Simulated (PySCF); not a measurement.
Structure problem from calculated spectra and properties.

Formula: C8H10.

* Polarisability: 92.2 au [PBE0/def2-SVPD]
* 1H NMR: chemical shifts (computed TMS as zero) by class: 6.74 (1 H), 6.69 (1 H), 6.31 (1 H), 6.00 (1 H), 5.51 (1 H), 5.29 (1 H), 3.26 (2 H), 3.10 (2 H) ppm [GIAO PBE0/pcSseg-1]
* 13C NMR: chemical shifts (computed TMS as zero) by class: 153.0 (1 C), 148.4 (1 C), 142.5 (1 C), 142.2 (1 C), 135.0 (1 C), 121.3 (1 C), 45.7 (1 C), 41.4 (1 C) ppm [GIAO PBE0/pcSseg-1]
* Triplet: lowest triplet excitation (Tamm–Dancoff): 3.12 eV [TDA PBE0/def2-SVPD]
* UV, first state: lowest singlet excitation: 5.04 eV (246 nm, f = 0.063) [TDDFT PBE0/def2-SVPD]
* Rotational structure: rotational constants A, B, C: 5.353, 1.225, 1.082 GHz [GFN2-xTB]
* UV, strongest line: among the 8 lowest singlet transitions: S3 at 6.08 eV (204 nm, f = 0.110) [TDDFT PBE0/def2-SVPD]
* Dipole: 0.53 D [PBE0/def2-SVPD]

Electronic properties: PySCF, gas phase, density fitting. Levels stand in brackets. Isolated species at its GFN2-xTB geometry (one conformer only). NMR values are class means; diastereotopic atoms form classes of their own.

Q: Propose a structure and show how it fits.

A: Numbering: `[CH2:1]=[CH:2][CH2:3][C:4]1=[CH:5][CH2:6][CH:7]=[CH:8]1`. Its formula, C8H10, gives 4 degrees of unsaturation: 1 ring and 3 π bonds in the structure found. 8 carbons fall into 8 classes; from least to most shielded: fully substituted alkene carbon [C4] (153.0 ppm), alkene CH carbon [C2] (148.4 ppm), alkene CH carbon [C7] (142.5 ppm), alkene CH carbon [C8] (142.2 ppm), alkene CH carbon [C5] (135.0 ppm), terminal =CH2 carbon [C1] (121.3 ppm), allylic carbon [C6] (45.7 ppm), allylic carbon [C3] (41.4 ppm). Hydrogen classes from least to most shielded: 1 H on an alkene CH carbon, C8 (6.74 ppm), 1 H on an alkene CH carbon, C7 (6.69 ppm), 1 H on an alkene CH carbon, C5 (6.31 ppm), 1 H on an alkene CH carbon, C2 (6.00 ppm), 1 H on a terminal =CH2 carbon, C1 (5.51 ppm), 1 H on a terminal =CH2 carbon, C1 (5.29 ppm), 2 H on an allylic carbon, C3 (3.26 ppm), 2 H on an allylic carbon, C6 (3.10 ppm). S1 is mainly HOMO→LUMO (weight 0.98); the largest Löwdin shares of the orbital it empties are 0.28 on an alkene CH carbon, 0.24 on an alkene CH carbon, 0.17 on the fully substituted alkene carbon and 0.14 on an alkene CH carbon, of the orbital it fills 0.17 on each of 2 atoms of one kind (alkene CH carbon), 0.14 on the fully substituted alkene carbon and 0.13 on an alkene CH carbon. The optimised geometry has point group C1 and is an asymmetric top. Structure: `C=CCC1=CCC=C1`. Computed isomers that give other values at the same levels: `C=CC#CC1CCC1` (13C chemical shifts (computed TMS as zero) by class: 133.1 (1 C), 125.8 (1 C), 106.8 (1 C), 88.9 (1 C), 30.6 (2 C), 25.1 (1 C), 17.9 (1 C) ppm); `C#C[C@@H]1C=C[C@@H](C)C1` (13C chemical shifts (computed TMS as zero) by class: 146.8 (1 C), 137.8 (1 C), 91.4 (1 C), 75.6 (1 C), 44.4 (1 C), 43.9 (1 C), 39.3 (1 C), 22.9 (1 C) ppm); `CCC=C1C=CC=C1` (13C chemical shifts (computed TMS as zero) by class: 156.3 (1 C), 151.2 (1 C), 139.8 (1 C), 137.5 (1 C), 131.7 (1 C), 123.4 (1 C), 30.2 (1 C), 16.5 (1 C) ppm). The assignments are read from this structure; whether some other isomer fits the data as well wasn't checked.

The values belong to the conformer `[CH2:1]=[CH:2][CH2:3][C:4]1=[CH:5][CH2:6][CH:7]=[CH:8]1`: C1–C2–C3–C4 121°, C2–C3–C4–C5 111°.
